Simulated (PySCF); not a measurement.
**How the method changes the constants of GaB**

State: ³Π (triplet), unpaired electrons σ ↑, π ↑. Set-up: Ga aug-cc-pVDZ-PP with ECP10, B aug-cc-pVDZ; scalar-relativistic core potentials (PySCF 2.14). De refers to Ga + B in their high-spin ground configurations, without counterpoise correction. The functionals are run spin-unrestricted. A positive dipole means Ga(−)B(+). Levels whose curve was spin-contaminated or gave no clean fit are not listed.

```tsv
Level	Re (Å)	ωe (cm⁻¹)	De (eV)	μ (D)
UHF	2.256	432	1.10	-1.37
UHF-MP2	2.249	441	1.61	n/a
UHF-SCS-MP2	2.253	440	1.44	n/a
PBE	2.274	393	2.08	-1.52
r²SCAN	2.244	418	2.06	-1.26
TPSSh	2.260	408	1.89	-1.47
PBE0	2.249	419	1.94	-1.51
M06	2.275	397	1.86	-1.90
MN15	2.255	410	1.92	-1.46
CAM-B3LYP	2.237	425	1.70	-1.64
```

(1) What does the step from GGA to meta-GGA do here, going from PBE to r²SCAN?

(2) What does second-order correlation do here, going from UHF to UHF-MP2?

Correlated steps freeze 5 core orbitals. Correlated levels converge slowly with the basis: in double zeta they bind strong bonds too weakly, by up to about 1 eV, and carry superposition errors of some tenths. Spin–orbit coupling is left out. The state is the lowest determinant that a PBE0 search found; another state may lie lower at other levels.

The whole job (state search and all levels along the bond) took about 2.6 min on 1 thread of Arm Neoverse V2 (shared host), peak memory 0.79 GiB.

## Answers

(1) r²SCAN less PBE: -3.0 pm in Re, +6.4 % in ωe, -0.02 eV in De. 

(2) UHF-MP2 less UHF: -0.7 pm in Re, +2.1 % in ωe, +0.51 eV in De. Correlation nearly always deepens the well. The bond shortens, as in weak, metallic or heavy-atom bonds, where dispersion and the correlation of outer-core electrons pull the atoms together.
